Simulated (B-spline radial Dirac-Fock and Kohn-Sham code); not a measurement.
# Dipole and non-dipole photoemission parameters of Fe⁶⁺ 3d5/2

System: iron as Fe⁶⁺, [Ar] 3d2; threshold 121.3 eV (orbital energy of the model). Method: Dirac-Hartree-Slater photoionisation with a Latter tail; cross sections with all multipoles, angular parameters from the dipole term and its interference with E2. Computed with a radial finite-basis atomic code.

For linearly polarised light dσ/dΩ = σ/(4π) [1 + β P₂(cos θ) + (δ + γ cos²θ) sin θ cos φ], with θ from the polarisation vector and φ the angle between the beam and the projection of the electron momentum on the plane normal to the polarisation.

```tsv
hν (eV)	σ (kb)	β	γ	δ
140	907	0.785	-0.018	0.011
142	881	0.805	-0.017	0.011
225	289	1.176	0.048	0.022
283	154	1.246	0.099	0.027
348	86.4	1.275	0.153	0.032
389	62.0	1.271	0.184	0.035
400	57.0	1.269	0.191	0.035
481	32.4	1.245	0.242	0.041
600	16.2	1.195	0.304	0.048
689	10.4	1.157	0.346	0.054
789	6.66	1.115	0.388	0.060
800	6.36	1.110	0.392	0.061
1080	2.28	0.999	0.484	0.080
1380	0.955	0.902	0.556	0.101
1500	0.706	0.869	0.581	0.109
1740	0.409	0.811	0.624	0.126
1900	0.295	0.777	0.649	0.136
2000	0.243	0.758	0.664	0.143
2300	0.142	0.706	0.704	0.163
4000	0.0156	0.523	0.844	0.265
5140	0.00551	0.449	0.894	0.326
5414.7	?	?	?	?
8340	0.000690	0.326	0.947	0.474
9060	0.000480	0.310	0.949	0.504
9320	0.000424	0.304	0.950	0.514
10800	0.000221	0.280	0.953	0.571
```

Task: Give the values at Cr Kα (5414.7 eV).

Result: σ = 0.00442 kb, β = 0.434, γ = 0.903, δ = 0.340.
